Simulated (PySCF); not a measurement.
## In (indium, neutral) across methods

[Kr] 4d10 5s2 5d1, 2D determinant (an excited configuration). All numbers are calculated (PySCF 2.14, scalar relativity through the core potential, in aug-cc-pVDZ-PP with ECP28MDF).

```tsv
method	E (hartree)	mean ε 5s α (eV)	mean ε 5s β (eV)	mean ε 5d α (eV)	Σ⟨r²⟩ (bohr²)	⟨S²⟩
PBE	-189.9611	-10.163	-10.088	0.021	74.81	0.750
r2SCAN	-190.0135	-10.249	-10.378	0.107	74.55	0.750
PBEsol	-189.7322	-10.241	-10.157	0.094	74.61	0.750
HSE06	-189.9518	-10.630	-10.553	0.052	74.86	0.750
TPSSh	-189.8806	-10.391	-10.329	-0.037	75.02	0.750
UHF	-189.03880	-12.434	-12.359	-0.679	76.12	0.751
LDA	-189.6308	-10.547	-10.442	0.181	74.25	0.750
M06	-190.0204	-11.301	-11.283	-0.064	74.47	0.750
PBE0	-189.9522	-10.949	-10.880	-0.236	74.91	0.750
```

Energies and moments cover only the electrons outside the core potential. The outer electron is Rydberg-like, and this basis confines it to a smaller radius and binds it less than a complete one would.

The highest occupied level is positive at PBE, r2SCAN, PBEsol, HSE06, LDA: only the finite basis holds that electron, which in a density functional comes from self-interaction.
